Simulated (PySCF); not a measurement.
## Exercise with solution: entropy of an ideal gas

Ta(O)(OH)2(NH2) (H4NO3Ta), SMILES [NH2][Ta](=[O])([OH])[OH], multiplicity 1.

The structure is a stationary point at PBE-D3(BJ)/def2-SVP. The multiplicity is an assumed one; other spin states were not compared. The def2 effective core potentials stand for the cores of Ta; spin–orbit coupling is left out. The values are those of a single conformer.

PBE-D3(BJ)/def2-SVP in PySCF gives the harmonic wavenumbers 168, 171, 175, 181, 205, 310, 326, 341, 432, 481, 486, 574, 662, 685, 692, 957, 1462, 3472, 3569, 3791, 3794 cm⁻¹ and the rotational temperatures 0.1517, 0.1496, 0.1319 K. The molar mass is 246.98 g/mol, the symmetry number 1, the spin multiplicity 1.

### Question
Work out the entropy at 298.15 K and 1 atm in the rigid-rotor, harmonic-oscillator model.

### Answer

Translation (Sackur–Tetrode at 1 atm): S = R[1.5 ln M + 2.5 ln T − 1.16487] = 177.5 J/(mol K).
Rotation: q = (√π/σ) T^1.5/√(θA θB θC) = 167000, S = R[ln q + 3/2] = 112.4 J/(mol K).
Vibration: with u = 1.4388 ν/T, each mode gives R[u/(e^u − 1) − ln(1 − e^−u)]:
```csv
ν (cm⁻¹),modes,u,S (J/(mol K))
168,1,0.81,10.28
171,1,0.83,10.14
175,1,0.84,9.96
181,1,0.87,9.70
205,1,0.99,8.74
310,1,1.50,5.70
326,1,1.57,5.35
341,1,1.65,5.05
432,1,2.08,3.57
481,1,2.32,2.96
486,1,2.35,2.90
574,1,2.77,2.08
662,1,3.19,1.48
685,1,3.31,1.36
692,1,3.34,1.32
957,1,4.62,0.47
1462,1,7.06,0.06
```
The stiffer modes add less than 0.005 each. Sum 81.1 J/(mol K).
Spin: R ln 1 = 0.0 J/(mol K).
Total 371.0 J/(mol K); the program's own thermochemistry gives 371.0. Translation makes up 48 % and vibration 22 %. Anharmonicity, hindered rotation and orbital degeneracy are left out.
